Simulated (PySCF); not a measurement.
BCl2(OH).
Cartesian coordinates in Å at the PBE0-D3(BJ)/def2-SVP level; atoms count from 1:
```xyz
5
BCl2HO angstrom
B      0.2550    0.1667   -0.0632
Cl     1.9762    0.3272   -0.3367
Cl    -0.7862    1.5911   -0.1467
O     -0.2450   -1.0451    0.2064
H     -1.2000   -1.0399    0.3402
```

The closed-shell ground state was solved at several levels (PySCF, density fitting, gas phase, non-relativistic).

```json
{"level": "B3LYP/pcSseg-1", "basis functions": "87", "total energy (Eh)": "-1021.2051", "HOMO (eV)": "-8.85", "LUMO (eV)": "-0.52", "gap (eV)": "8.33", "dipole (D)": "2.02"}
{"level": "PBE0/pcSseg-1", "basis functions": "87", "total energy (Eh)": "-1020.7523", "HOMO (eV)": "-9.17", "LUMO (eV)": "-0.34", "gap (eV)": "8.83", "dipole (D)": "2.05"}
```

(1) What might wB97X-D/def2-SVPD (105 basis functions) give for the same quantities?

(2) Over all these levels, which gives the widest orbital gap and which the narrowest?

(3) How far do the dipole and the HOMO energy spread over the levels?

Answers

(1) Total energy -1020.8396 Eh, HOMO -11.07 eV, LUMO 1.21 eV, gap 12.28 eV, dipole 1.86 D.

(2) wB97X-D/def2-SVPD (range-separated hybrid) has the widest, 12.28 eV, and B3LYP/pcSseg-1 (global hybrid, 20 % exact exchange) the narrowest, 8.33 eV. Functional and basis both differ between the two, so the spread mixes both effects.

(3) The dipole runs from 1.86 to 2.05 D (mean 1.98 D) and the HOMO from -11.07 to -8.85 eV.

One conformer stands for the species.

wB97X-D is run here without its empirical dispersion term; that term would change no orbital, density or response property at a fixed geometry.
